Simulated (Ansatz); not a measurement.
Reactions of ClH4InO2Si (`[OH][In]([Cl])[O][SiH3]`).

Calculated with Ansatz (gas phase, PBE0-D4/def2-TZVP geometries, no zero-point term in ΔE). CBS: MP2 limit from def2 TZ/QZ plus the TZ coupled-cluster correction, frozen cores. This one scheme is used for every species, atoms too. Open shells (•) are unrestricted, without spin–orbit coupling. Spin–orbit coupling would lower the free atoms: a little for Cl, O, Si; strongly for In. Elements past krypton have def2 core potentials. For In, Se outer-core shells are correlated without core-valence functions, so the limit isn't a true one: a few kJ/mol of doubt a bond, and 10 to 20 or more in all where bonds break to atoms. Scalar relativity is left out up to krypton. One conformer a species, not always the lowest.

(1) Order these by ΔE at CCSD(T)/CBS, lowest first. (Best estimate.)
A. `[OH][In]([Cl])[O][SiH3]` + H₂S → `[SiH3][O][In]([SH])[Cl]` + H₂O
B. `[OH][In]([Cl])[O][SiH3]` + H₂ → `[OH][InH][Cl]` + `O[SiH3]`
C. `[OH][In]([Cl])[O][SiH3]` → Cl• + `[OH][In][O][SiH3]`•
D. `[OH][In]([Cl])[O][SiH3]` + `NC[SeH]` → `NC[Se][SiH3]` + `[OH][In]([OH])[Cl]`
E. `[OH][In]([Cl])[O][SiH3]` → Cl• + 4 H• + In• + 2 O• + Si•
F. `[OH][In]([Cl])[O][SiH3]` + `N=C([SiH3])S` → `N=C([SiH3])S[SiH3]` + `[OH][In]([OH])[Cl]`
G. `[OH][In]([Cl])[O][SiH3]` + `C=C(C)[SiH3]` → `C=C(C)[SiH2][SiH3]` + `[OH][In]([OH])[Cl]`
H. `[OH][In]([Cl])[O][SiH3]` + H₂S → `[OH][In]([SH])[Cl]` + `O[SiH3]`

Largest T1 diagnostic: 0.020, for `[OH][In][O][SiH3]`•.

Answers

(1) A (-0.74 eV), H (-0.54 eV), B (+0.12 eV), D (+0.30 eV), F (+0.52 eV), G (+1.01 eV), C (+3.98 eV), E (+29.80 eV).
